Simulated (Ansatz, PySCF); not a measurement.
Bond stretch in ICl, singlet.

- UHF/def2-SVP, def2 effective core potentials past Kr (PySCF)
- RHF/def2-SVP, def2 effective core potentials past Kr (PySCF)
- UKS-M06-2X = PySCF with unrestricted M06-2X/def2-SVP, def2 effective core potentials past Kr
- RKS-M06-2X = restricted M06-2X/def2-SVP, def2 effective core potentials past Kr (PySCF 2.14.0)
- UKS-LDA (SVWN5) = unrestricted LDA (SVWN5)/def2-SVP, def2 effective core potentials past Kr in PySCF
- RKS-LDA (SVWN5) = restricted LDA (SVWN5)/def2-SVP, def2 effective core potentials past Kr (PySCF)
- UKS-BLYP = unrestricted BLYP/def2-SVP, def2 effective core potentials past Kr in PySCF
- RKS-BLYP = restricted BLYP/def2-SVP, def2 effective core potentials past Kr in PySCF 2.14.0
- UKS-PBE = unrestricted PBE/def2-SVP, def2 effective core potentials past Kr run with Ansatz (a quantum-chemistry and plane-wave program)
- RKS-PBE = restricted PBE/def2-SVP, def2 effective core potentials past Kr run with Ansatz

Scanned distances (Å): 1.75, 1.84, 1.96, 2.09, 2.16, 2.26, 2.31, 2.40, 2.45, 2.52, 2.67, 2.89, 3.12, 3.44, 3.79, 4.19, 4.57, 5.07, 5.60, 6.23, 6.86, 8.12, 9.16.

Where does the unrestricted solution first break spin symmetry (<S²> of 0.01 or more)?

UHF: between 2.52 and 2.67 Å; UKS-M06-2X: between 2.67 and 2.89 Å; UKS-LDA (SVWN5): between 2.67 and 2.89 Å; UKS-BLYP: between 2.67 and 2.89 Å; UKS-PBE: between 2.67 and 2.89 Å.

```json
[
 {"R / Å": "1.75", "<S²> UHF": "0.00", "E(RHF) − E(UHF) / kJ/mol": "0.0", "<S²> UKS-M06-2X": "0.00", "E(RKS-M06-2X) − E(UKS-M06-2X) / kJ/mol": "0.0", "<S²> UKS-LDA (SVWN5)": "0.00", "E(RKS-LDA (SVWN5)) − E(UKS-LDA (SVWN5)) / kJ/mol": "0.0", "<S²> UKS-BLYP": "0.00", "E(RKS-BLYP) − E(UKS-BLYP) / kJ/mol": "0.0", "<S²> UKS-PBE": "0.00", "E(RKS-PBE) − E(UKS-PBE) / kJ/mol": "0.0"},
 {"R / Å": "1.84", "<S²> UHF": "0.00", "E(RHF) − E(UHF) / kJ/mol": "0.0", "<S²> UKS-M06-2X": "0.00", "E(RKS-M06-2X) − E(UKS-M06-2X) / kJ/mol": "0.0", "<S²> UKS-LDA (SVWN5)": "0.00", "E(RKS-LDA (SVWN5)) − E(UKS-LDA (SVWN5)) / kJ/mol": "0.0", "<S²> UKS-BLYP": "0.00", "E(RKS-BLYP) − E(UKS-BLYP) / kJ/mol": "0.0", "<S²> UKS-PBE": "0.00", "E(RKS-PBE) − E(UKS-PBE) / kJ/mol": "0.0"},
 {"R / Å": "1.96", "<S²> UHF": "0.00", "E(RHF) − E(UHF) / kJ/mol": "0.0", "<S²> UKS-M06-2X": "0.00", "E(RKS-M06-2X) − E(UKS-M06-2X) / kJ/mol": "0.0", "<S²> UKS-LDA (SVWN5)": "0.00", "E(RKS-LDA (SVWN5)) − E(UKS-LDA (SVWN5)) / kJ/mol": "0.0", "<S²> UKS-BLYP": "0.00", "E(RKS-BLYP) − E(UKS-BLYP) / kJ/mol": "0.0", "<S²> UKS-PBE": "0.00", "E(RKS-PBE) − E(UKS-PBE) / kJ/mol": "0.0"},
 {"R / Å": "2.09", "<S²> UHF": "0.00", "E(RHF) − E(UHF) / kJ/mol": "0.0", "<S²> UKS-M06-2X": "0.00", "E(RKS-M06-2X) − E(UKS-M06-2X) / kJ/mol": "0.0", "<S²> UKS-LDA (SVWN5)": "0.00", "E(RKS-LDA (SVWN5)) − E(UKS-LDA (SVWN5)) / kJ/mol": "0.0", "<S²> UKS-BLYP": "0.00", "E(RKS-BLYP) − E(UKS-BLYP) / kJ/mol": "0.0", "<S²> UKS-PBE": "0.00", "E(RKS-PBE) − E(UKS-PBE) / kJ/mol": "0.0"},
 {"R / Å": "2.16", "<S²> UHF": "0.00", "E(RHF) − E(UHF) / kJ/mol": "0.0", "<S²> UKS-M06-2X": "0.00", "E(RKS-M06-2X) − E(UKS-M06-2X) / kJ/mol": "0.0", "<S²> UKS-LDA (SVWN5)": "0.00", "E(RKS-LDA (SVWN5)) − E(UKS-LDA (SVWN5)) / kJ/mol": "0.0", "<S²> UKS-BLYP": "0.00", "E(RKS-BLYP) − E(UKS-BLYP) / kJ/mol": "0.0", "<S²> UKS-PBE": "0.00", "E(RKS-PBE) − E(UKS-PBE) / kJ/mol": "0.0"},
 {"R / Å": "2.26", "<S²> UHF": "0.00", "E(RHF) − E(UHF) / kJ/mol": "0.0", "<S²> UKS-M06-2X": "0.00", "E(RKS-M06-2X) − E(UKS-M06-2X) / kJ/mol": "0.0", "<S²> UKS-LDA (SVWN5)": "0.00", "E(RKS-LDA (SVWN5)) − E(UKS-LDA (SVWN5)) / kJ/mol": "0.0", "<S²> UKS-BLYP": "0.00", "E(RKS-BLYP) − E(UKS-BLYP) / kJ/mol": "0.0", "<S²> UKS-PBE": "0.00", "E(RKS-PBE) − E(UKS-PBE) / kJ/mol": "0.0"},
 {"R / Å": "2.31", "<S²> UHF": "0.00", "E(RHF) − E(UHF) / kJ/mol": "0.0", "<S²> UKS-M06-2X": "0.00", "E(RKS-M06-2X) − E(UKS-M06-2X) / kJ/mol": "0.0", "<S²> UKS-LDA (SVWN5)": "0.00", "E(RKS-LDA (SVWN5)) − E(UKS-LDA (SVWN5)) / kJ/mol": "0.0", "<S²> UKS-BLYP": "0.00", "E(RKS-BLYP) − E(UKS-BLYP) / kJ/mol": "0.0", "<S²> UKS-PBE": "0.00", "E(RKS-PBE) − E(UKS-PBE) / kJ/mol": "0.0"},
 {"R / Å": "2.40", "<S²> UHF": "0.00", "E(RHF) − E(UHF) / kJ/mol": "0.0", "<S²> UKS-M06-2X": "0.00", "E(RKS-M06-2X) − E(UKS-M06-2X) / kJ/mol": "0.0", "<S²> UKS-LDA (SVWN5)": "0.00", "E(RKS-LDA (SVWN5)) − E(UKS-LDA (SVWN5)) / kJ/mol": "0.0", "<S²> UKS-BLYP": "0.00", "E(RKS-BLYP) − E(UKS-BLYP) / kJ/mol": "0.0", "<S²> UKS-PBE": "0.00", "E(RKS-PBE) − E(UKS-PBE) / kJ/mol": "0.0"},
 {"R / Å": "2.45", "<S²> UHF": "0.00", "E(RHF) − E(UHF) / kJ/mol": "0.0", "<S²> UKS-M06-2X": "0.00", "E(RKS-M06-2X) − E(UKS-M06-2X) / kJ/mol": "0.0", "<S²> UKS-LDA (SVWN5)": "0.00", "E(RKS-LDA (SVWN5)) − E(UKS-LDA (SVWN5)) / kJ/mol": "0.0", "<S²> UKS-BLYP": "0.00", "E(RKS-BLYP) − E(UKS-BLYP) / kJ/mol": "0.0", "<S²> UKS-PBE": "0.00", "E(RKS-PBE) − E(UKS-PBE) / kJ/mol": "0.0"},
 {"R / Å": "2.52", "<S²> UHF": "0.00", "E(RHF) − E(UHF) / kJ/mol": "0.0", "<S²> UKS-M06-2X": "0.00", "E(RKS-M06-2X) − E(UKS-M06-2X) / kJ/mol": "0.0", "<S²> UKS-LDA (SVWN5)": "0.00", "E(RKS-LDA (SVWN5)) − E(UKS-LDA (SVWN5)) / kJ/mol": "0.0", "<S²> UKS-BLYP": "0.00", "E(RKS-BLYP) − E(UKS-BLYP) / kJ/mol": "0.0", "<S²> UKS-PBE": "0.00", "E(RKS-PBE) − E(UKS-PBE) / kJ/mol": "0.0"},
 {"R / Å": "2.67", "<S²> UHF": "0.40", "E(RHF) − E(UHF) / kJ/mol": "14.3", "<S²> UKS-M06-2X": "0.00", "E(RKS-M06-2X) − E(UKS-M06-2X) / kJ/mol": "0.0", "<S²> UKS-LDA (SVWN5)": "0.00", "E(RKS-LDA (SVWN5)) − E(UKS-LDA (SVWN5)) / kJ/mol": "0.0", "<S²> UKS-BLYP": "0.00", "E(RKS-BLYP) − E(UKS-BLYP) / kJ/mol": "0.0", "<S²> UKS-PBE": "0.00", "E(RKS-PBE) − E(UKS-PBE) / kJ/mol": "0.0"},
 {"R / Å": "2.89", "<S²> UHF": "0.72", "E(RHF) − E(UHF) / kJ/mol": "66.1", "<S²> UKS-M06-2X": "0.26", "E(RKS-M06-2X) − E(UKS-M06-2X) / kJ/mol": "3.9", "<S²> UKS-LDA (SVWN5)": "0.03", "E(RKS-LDA (SVWN5)) − E(UKS-LDA (SVWN5)) / kJ/mol": "0.0", "<S²> UKS-BLYP": "0.14", "E(RKS-BLYP) − E(UKS-BLYP) / kJ/mol": "0.4", "<S²> UKS-PBE": "0.18", "E(RKS-PBE) − E(UKS-PBE) / kJ/mol": "0.6"},
 {"R / Å": "3.12", "<S²> UHF": "0.87", "E(RHF) − E(UHF) / kJ/mol": "131.9", "<S²> UKS-M06-2X": "0.66", "E(RKS-M06-2X) − E(UKS-M06-2X) / kJ/mol": "35.2", "<S²> UKS-LDA (SVWN5)": "0.49", "E(RKS-LDA (SVWN5)) − E(UKS-LDA (SVWN5)) / kJ/mol": "5.1", "<S²> UKS-BLYP": "0.54", "E(RKS-BLYP) − E(UKS-BLYP) / kJ/mol": "7.0", "<S²> UKS-PBE": "0.57", "E(RKS-PBE) − E(UKS-PBE) / kJ/mol": "8.0"},
 {"R / Å": "3.44", "<S²> UHF": "0.97", "E(RHF) − E(UHF) / kJ/mol": "220.3", "<S²> UKS-M06-2X": "0.87", "E(RKS-M06-2X) − E(UKS-M06-2X) / kJ/mol": "92.9", "<S²> UKS-LDA (SVWN5)": "0.79", "E(RKS-LDA (SVWN5)) − E(UKS-LDA (SVWN5)) / kJ/mol": "—", "<S²> UKS-BLYP": "0.81", "E(RKS-BLYP) − E(UKS-BLYP) / kJ/mol": "—", "<S²> UKS-PBE": "0.82", "E(RKS-PBE) − E(UKS-PBE) / kJ/mol": "22.7"},
 {"R / Å": "3.79", "<S²> UHF": "1.01", "E(RHF) − E(UHF) / kJ/mol": "302.8", "<S²> UKS-M06-2X": "0.97", "E(RKS-M06-2X) − E(UKS-M06-2X) / kJ/mol": "146.7", "<S²> UKS-LDA (SVWN5)": "0.92", "E(RKS-LDA (SVWN5)) − E(UKS-LDA (SVWN5)) / kJ/mol": "—", "<S²> UKS-BLYP": "0.93", "E(RKS-BLYP) − E(UKS-BLYP) / kJ/mol": "—", "<S²> UKS-PBE": "0.94", "E(RKS-PBE) − E(UKS-PBE) / kJ/mol": "36.9"},
 {"R / Å": "4.19", "<S²> UHF": "1.01", "E(RHF) − E(UHF) / kJ/mol": "372.1", "<S²> UKS-M06-2X": "1.00", "E(RKS-M06-2X) − E(UKS-M06-2X) / kJ/mol": "191.7", "<S²> UKS-LDA (SVWN5)": "0.98", "E(RKS-LDA (SVWN5)) − E(UKS-LDA (SVWN5)) / kJ/mol": "—", "<S²> UKS-BLYP": "0.98", "E(RKS-BLYP) − E(UKS-BLYP) / kJ/mol": "—", "<S²> UKS-PBE": "0.98", "E(RKS-PBE) − E(UKS-PBE) / kJ/mol": "51.2"},
 {"R / Å": "4.57", "<S²> UHF": "1.01", "E(RHF) − E(UHF) / kJ/mol": "417.5", "<S²> UKS-M06-2X": "1.00", "E(RKS-M06-2X) − E(UKS-M06-2X) / kJ/mol": "221.8", "<S²> UKS-LDA (SVWN5)": "0.99", "E(RKS-LDA (SVWN5)) − E(UKS-LDA (SVWN5)) / kJ/mol": "—", "<S²> UKS-BLYP": "1.00", "E(RKS-BLYP) − E(UKS-BLYP) / kJ/mol": "—", "<S²> UKS-PBE": "1.00", "E(RKS-PBE) − E(UKS-PBE) / kJ/mol": "64.0"},
 {"R / Å": "5.07", "<S²> UHF": "1.01", "E(RHF) − E(UHF) / kJ/mol": "456.8", "<S²> UKS-M06-2X": "1.00", "E(RKS-M06-2X) − E(UKS-M06-2X) / kJ/mol": "247.7", "<S²> UKS-LDA (SVWN5)": "1.00", "E(RKS-LDA (SVWN5)) − E(UKS-LDA (SVWN5)) / kJ/mol": "—", "<S²> UKS-BLYP": "1.00", "E(RKS-BLYP) − E(UKS-BLYP) / kJ/mol": "—", "<S²> UKS-PBE": "1.00", "E(RKS-PBE) − E(UKS-PBE) / kJ/mol": "74.4"},
 {"R / Å": "5.60", "<S²> UHF": "1.01", "E(RHF) − E(UHF) / kJ/mol": "482.5", "<S²> UKS-M06-2X": "1.00", "E(RKS-M06-2X) − E(UKS-M06-2X) / kJ/mol": "263.8", "<S²> UKS-LDA (SVWN5)": "1.00", "E(RKS-LDA (SVWN5)) − E(UKS-LDA (SVWN5)) / kJ/mol": "—", "<S²> UKS-BLYP": "1.00", "E(RKS-BLYP) − E(UKS-BLYP) / kJ/mol": "—", "<S²> UKS-PBE": "1.00", "E(RKS-PBE) − E(UKS-PBE) / kJ/mol": "79.8"},
 {"R / Å": "6.23", "<S²> UHF": "1.01", "E(RHF) − E(UHF) / kJ/mol": "501.4", "<S²> UKS-M06-2X": "1.00", "E(RKS-M06-2X) − E(UKS-M06-2X) / kJ/mol": "275.1", "<S²> UKS-LDA (SVWN5)": "1.00", "E(RKS-LDA (SVWN5)) − E(UKS-LDA (SVWN5)) / kJ/mol": "—", "<S²> UKS-BLYP": "1.00", "E(RKS-BLYP) − E(UKS-BLYP) / kJ/mol": "—", "<S²> UKS-PBE": "1.00", "E(RKS-PBE) − E(UKS-PBE) / kJ/mol": "82.4"},
 {"R / Å": "6.86", "<S²> UHF": "1.01", "E(RHF) − E(UHF) / kJ/mol": "514.0", "<S²> UKS-M06-2X": "1.00", "E(RKS-M06-2X) − E(UKS-M06-2X) / kJ/mol": "282.3", "<S²> UKS-LDA (SVWN5)": "1.00", "E(RKS-LDA (SVWN5)) − E(UKS-LDA (SVWN5)) / kJ/mol": "—", "<S²> UKS-BLYP": "1.00", "E(RKS-BLYP) − E(UKS-BLYP) / kJ/mol": "—", "<S²> UKS-PBE": "1.00", "E(RKS-PBE) − E(UKS-PBE) / kJ/mol": "82.9"},
 {"R / Å": "8.12", "<S²> UHF": "1.01", "E(RHF) − E(UHF) / kJ/mol": "531.5", "<S²> UKS-M06-2X": "1.00", "E(RKS-M06-2X) − E(UKS-M06-2X) / kJ/mol": "291.7", "<S²> UKS-LDA (SVWN5)": "1.00", "E(RKS-LDA (SVWN5)) − E(UKS-LDA (SVWN5)) / kJ/mol": "—", "<S²> UKS-BLYP": "1.00", "E(RKS-BLYP) − E(UKS-BLYP) / kJ/mol": "—", "<S²> UKS-PBE": "1.00", "E(RKS-PBE) − E(UKS-PBE) / kJ/mol": "83.2"},
 {"R / Å": "9.16", "<S²> UHF": "1.01", "E(RHF) − E(UHF) / kJ/mol": "542.0", "<S²> UKS-M06-2X": "1.00", "E(RKS-M06-2X) − E(UKS-M06-2X) / kJ/mol": "297.4", "<S²> UKS-LDA (SVWN5)": "1.00", "E(RKS-LDA (SVWN5)) − E(UKS-LDA (SVWN5)) / kJ/mol": "—", "<S²> UKS-BLYP": "1.00", "E(RKS-BLYP) − E(UKS-BLYP) / kJ/mol": "—", "<S²> UKS-PBE": "1.00", "E(RKS-PBE) − E(UKS-PBE) / kJ/mol": "83.3"}
]
```

Dashes: no converged value, or the column stops at the first point that the program doubted or that broke a chosen test of continuity, which isn't proof of a fault.
